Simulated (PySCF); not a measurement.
A calculated (HSE06, PySCF 2.14, aug-cc-pVDZ-DK, scalar relativity by spin-free X2C-1e) atom or ion has these occupied shells.

```tsv
shell	electrons	orbital energy (eV)	rms radius, mean of both spins (bohr)
1s α	1	-7041.5	0.0675
1s β	1	-7041.5	0.0675
2s α	1	-837.86	0.289
2s β	1	-836.41	0.289
2p α	3	-713.31	0.261
2p β	3	-712.06	0.261
3s α	1	-103.64	0.877
3s β	1	-99.653	0.877
3p α	3	-68.403	0.944
3p β	3	-64.113	0.944
3d α	5	-13.879	1.40
3d β	2	-11.600	1.40
```

(1) Name the element and its charge.

Results:

(1) Fe⁺ (iron, charge +1), in [Ar] 3d7, high-spin 4F determinant (an excited configuration).
